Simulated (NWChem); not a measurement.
System meant: C3H4F2Si; SMILES FC1=C[C@H](F)[SiH2]1

Input file for NWChem:

```
start job
memory heap 200 mb stack 900 mb global 1100 mb
geometry units angstroms noautoz
  F     -0.474555     2.362623     0.180837
  C     -0.229567     1.078069     0.016641
  C     -1.121332     0.108379    -0.264042
  C     -0.297316    -1.138518    -0.453518
  F     -0.619000    -2.146026     0.431278
  Si     1.250698    -0.073836    -0.010552
  H     -2.211207     0.185111    -0.361054
  H     -0.356928    -1.552640    -1.474964
  H      1.887723    -0.387700     1.299858
  H      2.307657     0.161527    -1.040614
end
basis spherical
  F library def2-svp
  C library def2-svp
  Si library def2-svp
  H library def2-svp
end
dft
  odft
  mult 2
  xc b3lyp
  iterations 150
  mulliken
end
task dft energy
```

End of the output:

```
 ==============================================================================
                                 internuclear angles
 ------------------------------------------------------------------------------
        center 1       |       center 2       |       center 3       |  degrees
 ------------------------------------------------------------------------------
    1 F                |   2 C                |   3 C                |   127.20
    1 F                |   2 C                |   6 Si               |   138.33
    3 C                |   2 C                |   6 Si               |    94.44
    2 C                |   3 C                |   4 C                |   105.07
    2 C                |   3 C                |   7 H                |   128.75
    4 C                |   3 C                |   7 H                |   126.17
    3 C                |   4 C                |   5 F                |   113.36
    3 C                |   4 C                |   6 Si               |    87.32
    3 C                |   4 C                |   8 H                |   113.41
    5 F                |   4 C                |   6 Si               |   116.28
    5 F                |   4 C                |   8 H                |   107.88
    6 Si               |   4 C                |   8 H                |   117.55
    2 C                |   6 Si               |   4 C                |    73.09
    2 C                |   6 Si               |   9 H                |   116.99
    2 C                |   6 Si               |  10 H                |   118.12
    4 C                |   6 Si               |   9 H                |   115.36
    4 C                |   6 Si               |  10 H                |   119.73
    9 H                |   6 Si               |  10 H                |   109.69
 ------------------------------------------------------------------------------
                            number of included internuclear angles:         18
 ==============================================================================

 Summary of "ao basis" -> "" (spherical)
 ------------------------------------------------------------------------------
       Tag                 Description            Shells   Functions and Types
 ---------------- ------------------------------  ------  ---------------------
 F                          def2-svp                 6       14   3s2p1d
 C                          def2-svp                 6       14   3s2p1d
 Si                         def2-svp                 8       18   4s3p1d
 H                          def2-svp                 3        5   2s1p

                                 NWChem DFT Module
                                 -----------------

 Summary of "ao basis" -> "ao basis" (spherical)
 ------------------------------------------------------------------------------
       Tag                 Description            Shells   Functions and Types
 ---------------- ------------------------------  ------  ---------------------
 F                          def2-svp                 6       14   3s2p1d
 C                          def2-svp                 6       14   3s2p1d
 Si                         def2-svp                 8       18   4s3p1d
 H                          def2-svp                 3        5   2s1p

  number of electrons :                   54
  multiplicity        :                    2
 ------------------------------------------------------------------------
  no. of electrons and multiplicity not compatible                  54
 ------------------------------------------------------------------------
 ------------------------------------------------------------------------
  current input line :
    28: task dft energy
 ------------------------------------------------------------------------
 ------------------------------------------------------------------------
 There is an error in the input file
 ------------------------------------------------------------------------
 For more information see the NWChem manual at https://nwchemgit.github.io

0: no. of electrons and multiplicity not compatible:Received an Error in Communication
```

### Question
Can this run be used? If not, why, and what is the fix?

### Answer
The program refused the input. Cause: the multiplicity doesn't fit the number of electrons (an even count wants an odd multiplicity, and the reverse). This input runs:
```
start job
memory heap 200 mb stack 900 mb global 1100 mb
geometry units angstroms noautoz
  F     -0.474555     2.362623     0.180837
  C     -0.229567     1.078069     0.016641
  C     -1.121332     0.108379    -0.264042
  C     -0.297316    -1.138518    -0.453518
  F     -0.619000    -2.146026     0.431278
  Si     1.250698    -0.073836    -0.010552
  H     -2.211207     0.185111    -0.361054
  H     -0.356928    -1.552640    -1.474964
  H      1.887723    -0.387700     1.299858
  H      2.307657     0.161527    -1.040614
end
basis spherical
  F library def2-svp
  C library def2-svp
  Si library def2-svp
  H library def2-svp
end
dft
  xc b3lyp
  iterations 150
  mulliken
end
task dft energy
```
It converges to -605.52161 Ha (B3LYP/def2-SVP).
